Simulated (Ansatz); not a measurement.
This geometry of F4Si + H2O (8 atoms, charge 0, multiplicity 1) is a first-order saddle point.

Method: Ansatz, RKS B3LYP-D4/6-31G*.

```xyz
8
Properties=species:S:1:pos:R:3
Si -0.293 0.071 -0.117
F -0.175 0.715 1.661
F 1.067 -0.716 0.152
F -0.197 1.565 -0.649
F -0.773 -0.704 -1.447
O -1.771 -0.375 0.764
H -2.130 -1.271 0.659
H -1.180 0.086 1.690
```

**Question.** Which two structures does it join? (They come from a converged band through this point; their orientation in space is the band's.)

**Answer.** Bonds broken: Si1–F2, O6–H8. Bonds formed: Si1–O6, F2–H8. F4Si + H2O becomes F3HOSi + FH.

First end point:

```xyz
8
Properties=species:S:1:pos:R:3
Si 0.210 0.051 -0.058
F 0.338 -0.010 1.525
F 1.714 -0.009 -0.574
F -0.363 1.414 -0.611
F -0.469 -1.244 -0.682
O -2.202 0.043 0.828
H -2.574 -0.790 0.500
H -2.106 -0.085 1.785
```

Last end point:

```xyz
8
Properties=species:S:1:pos:R:3
Si -0.367 -0.121 -0.350
F -0.228 0.846 2.206
F 1.017 -0.695 0.155
F -0.273 1.439 -0.580
F -0.669 -0.798 -1.761
O -1.623 -0.532 0.634
H -2.279 -1.119 0.231
H -1.029 0.351 2.178
```

**Question.** How far does it lie above each of them?

**Answer.** 1.17 eV above the first and 0.60 eV above the second. This is the barrier of this one path; another mechanism may lie lower. The orbitals stay closed-shell, which can raise the energy where a bond breaks towards radicals; this wasn't checked here.

The run took 3.9 min on 2 threads of Arm Neoverse V2 (shared host), peak memory 0.2 GiB.
